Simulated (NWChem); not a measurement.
System: LaF₃; SMILES [F][La]([F])[F]

```xyz
4

La     0.0000     0.0000     0.0000
F     -2.1457    -0.0221     0.0000
F      1.0537     1.8693     0.0000
F      1.0920    -1.8471     0.0000
```
Atoms are numbered in this order, from 1.

This is a stationary point of PBE0/def2-SVP with def2 effective core potentials on La (NWChem), point group D3h. def2 effective core potentials on La; no spin-orbit coupling.

Q: Is it a minimum? If not, what does it relax to?

A: No. It has an imaginary frequency of 55i cm⁻¹. Following that mode (on a finer grid) lowers the energy by 0.6 kcal/mol and ends, with real frequencies alone, at point group C3v:
```xyz
4

La     0.0000     0.0000     0.1933
F     -2.0790    -0.0214    -0.3062
F      1.0210     1.8111    -0.3062
F      1.0581    -1.7897    -0.3062
```
